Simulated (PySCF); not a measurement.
Several structures and their simulated spectra, in scrambled order.

A. `CO[C@H](C#N)c1cnoc1`
B. SMILES Cc1cnnn1[SiH](C)C
C. `InChI=1S/C5H11N3Si/c1-5-7-6-4-8(5)9(2)3/h4,9H,1-3H3`

Spectrum 1. ¹H NMR (300 MHz, computed): δ 8.66 (m, 1H), 8.56 (m, 1H), 4.84 (s, 1H), 3.80 (s, 3H). ¹³C{¹H} NMR (computed): δ 162.7 (CH), 153.9 (CH), 124.9 (C), 121.0 (C), 64.0 (CH), 59.4 (CH3).

Spectrum 2. ¹H NMR (300 MHz, computed): δ 7.75 (s, 1H), 5.36 (sept, 1H), 2.56 (s, 3H), 0.43 (d, 6H). ¹³C{¹H} NMR (computed): δ 154.5 (C), 146.6 (CH), 15.1 (CH3), 0.1 (CH3).

Spectrum 3. ¹H NMR (300 MHz, computed): δ 7.51 (s, 1H), 5.49 (sept, 1H), 2.50 (s, 3H), 0.58 (d, 6H). ¹³C{¹H} NMR (computed): δ 143.6 (C), 136.6 (CH), 12.1 (CH3), -0.7 (CH3).

Single conformer, no solvent model, non-relativistic Hamiltonian, one averaged value for each set of equivalent atoms. Geometry: GFN2-xTB; σ from GIAO-PBE0/pcSseg-1; PySCF 2.14.

Chemical shifts δ = σref − σ; ¹H (31.72 ppm), ¹³C (186.93 ppm) vs TMS, all at this level. Where no couplings were computed, multiplicities follow the n + 1 count of equivalent neighbours, and m marks all less simple cases (inequivalent or close neighbours, rings, F or P nearby). Shifts are as computed. Against solution values, carbons near 30 ppm lie about +3 ppm off and those near 130 ppm about +5 ppm. Of 1211 compounds with measured shifts, 218 miss one by over three times the rms of a fit or turn the order of signals round; such compounds aren't used in these exercises.

Match each spectrum to its structure.

Results:

1–A, 2–C, 3–B.

- Spectrum 1 (A): 6 ¹³C signals; δC 153.9 is an aromatic CH next to a ring nitrogen; δC 121.0 is a nitrile carbon.
- Spectrum 2 (C): 4 ¹³C signals; δC 15.1 is a methyl carbon on an aromatic ring; δC 0.1 is a methyl carbon bonded to Si.
- Spectrum 3 (B): 4 ¹³C signals; δC 12.1 is a methyl carbon on an aromatic ring; δC -0.7 is a methyl carbon bonded to Si.
